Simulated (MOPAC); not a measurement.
A run for MOPAC: PM6 on WO, 2S+1 = 3, a spin state set in the input, which need not be the lowest, a point of a bond scan (R = 1.652 Å).

```
PM6 1SCF PRECISE CHARGE=0 UHF MS=1 THREADS=1
OW

W      0.00000000 1     0.00000000 1     0.00000000 1
O      0.00000000 1     0.00000000 1     1.65248600 1
```

Output:

```
*******************************************************************************
 **                                                                           **
 **                              MOPAC v23.2.5                                **
 **                                                                           **
 *******************************************************************************
 ** MOPAC's Digital Object Identifier: https://doi.org/10.5281/zenodo.6511958 **
 **                                                                           **
 ** Please cite the open-source release paper for use of this MOPAC version:  **
 ** J. E. Moussa and J. J. P. Stewart (2026)                                  **
 ** MOPAC: An open-source semiempirical molecular orbital program             **
 ** J. Open Source Softw., 11(119), 8025, https://doi.org/10.21105/joss.08025 **
 *******************************************************************************

                              PM6 CALCULATION RESULTS

 *******************************************************************************
 *  PM6        - The PM6 Hamiltonian to be used
 *  UHF        - UNRESTRICTED HARTREE-FOCK CALCULATION
 *
 *
 *
 *                 CHARGE ON SYSTEM = 0
 *
 *
 *
 *  MS=        - IN MECI, MAGNETIC COMPONENT OF SPIN =  1.0
 *  PRECISE    - TIGHTER CRITERIA TO BE USED
 *  1SCF       - DO 1 SCF AND THEN STOP
 *  THREADS=1  - MULTI-THREADING NOT USED
 *  T=         - A TIME OF 172800.0 SECONDS REQUESTED
 *  DUMP=N     - RESTART FILE WRITTEN EVERY 7200.0 SECONDS REQUESTED
 *******************************************************************************
PM6 1SCF PRECISE CHARGE=0 UHF MS=1 THREADS=1
 OW

   ATOM   CHEMICAL          X               Y               Z
  NUMBER   SYMBOL      (ANGSTROMS)     (ANGSTROMS)     (ANGSTROMS)

     1       W          0.00000000  *   0.00000000  *   0.00000000  *
     2       O          0.00000000  *   0.00000000  *   1.65248600  *



          CARTESIAN COORDINATES

    NO.       ATOM           X           Y           Z

     1         W          0.0000      0.0000      0.0000
     2         O          0.0000      0.0000      1.6525

 General Reference for PM6:
 "Optimization of Parameters for Semiempirical Methods V: Modification of NDDO Approximations
 and Application to 70 Elements", J. J. P. Stewart, J. Mol. Mod., 13, 1173-1213 (2007)
 URL: https://link.springer.com/article/10.1007/s00894-007-0233-4

           Empirical Formula: O W  =     2 atoms



      MOLECULAR POINT GROUP   :   C*v


          UHF CALCULATION, NO. OF ALPHA ELECTRONS =    7
                           NO. OF BETA  ELECTRONS =    5

 -------------------------------------------------------------------------------
 PM6 1SCF PRECISE CHARGE=0 UHF MS=1 THREADS=1
 OW



     1SCF WAS SPECIFIED, SO BFGS WAS NOT USED
     SCF FIELD WAS ACHIEVED


                              PM6 CALCULATION
                                                       MOPAC v23.2.5 Linux




          FINAL HEAT OF FORMATION =         87.29891 KCAL/MOL =     365.25865 KJ/MOL


          COSMO AREA              =         87.38 SQUARE ANGSTROMS
          COSMO VOLUME            =         75.55 CUBIC ANGSTROMS

          IONIZATION POTENTIAL    =          6.285265 EV
          ALPHA SOMO LUMO (EV)    =         -7.415 -0.040
          BETA  SOMO LUMO (EV)    =         -6.285  2.205
          NO. OF ALPHA ELECTRONS  =          7
          NO. OF BETA  ELECTRONS  =          5
          MOLECULAR WEIGHT        =        199.8494         POINT GROUP:  C*v

          MOLECULAR DIMENSIONS (Angstroms)

            Atom       Atom       Distance
            O     2    W     1     1.65249
            O     2    W     1     0.00000
            W     1    O     2     0.00000


          SCF CALCULATIONS        =          1





   ATOM   CHEMICAL          X               Y               Z
  NUMBER   SYMBOL      (ANGSTROMS)     (ANGSTROMS)     (ANGSTROMS)

     1       W          0.00000000  *   0.00000000  *   0.00000000  *
     2       O          0.00000000  *   0.00000000  *   1.65248600  *

                             CARTESIAN COORDINATES

   1    W        0.000000000     0.000000000     0.000000000
   2    O        0.000000000     0.000000000     1.652486000


           Empirical Formula: O W  =     2 atoms



      MOLECULAR POINT GROUP   :   C*v


          ALPHA EIGENVALUES
 -28.22208 -13.12529 -13.12529 -11.92320  -8.45383  -7.41525  -7.41525  -0.03998
  -0.03998   0.07440   2.52995   2.52995   5.96517


           BETA EIGENVALUES
 -31.85741 -15.22994 -14.61456 -14.61456  -6.28526   2.20529   2.20529   2.63292
   2.63292   2.94331   3.79641   3.79641   5.95002


              NET ATOMIC CHARGES AND DIPOLE CONTRIBUTIONS

  ATOM NO.   TYPE          CHARGE      No. of ELECS.   s-Pop       p-Pop       d-Pop
    1          W          -0.116007        6.1160     1.45912     0.83725     3.81964
    2          O           0.116007        5.8840     1.65009     4.23390
 DIPOLE           X         Y         Z       TOTAL
 POINT-CHG.     0.000     0.000     0.921     0.921
 HYBRID         0.000     0.000    -0.785     0.785
 SUM            0.000     0.000     0.135     0.135


          ATOMIC ORBITAL ELECTRON POPULATIONS

     Atom    s        px        py        pz      x^2-y^2     xz        z^2       yz        xy
    1  W   1.45912   0.08354   0.08354   0.67017   1.00000   0.48126   0.85711   0.48126   1.00000
    2  O   1.65009   1.43520   1.43520   1.36350


                    (SZ)    =    1.000000
                    (S**2)  =    3.042450


          ATOMIC ORBITAL SPIN POPULATIONS

    Atom   Total    s     px     py     pz   x^2-y^2  xz     z^2    yz     xy
         Atomic
    1  W  3.0744 -0.282  0.047  0.047  0.590  1.000  0.202  0.270  0.202  1.000
    2  O -1.0744 -0.067 -0.249 -0.249 -0.510

 **********************
 *                    *
 * JOB ENDED NORMALLY *
 *                    *
 **********************




 == MOPAC DONE ==
```

The run finished. Its determinant has ⟨S²⟩ = 3.04, a mixture of spin states.

Cost: very roughly 0.03 core-seconds.
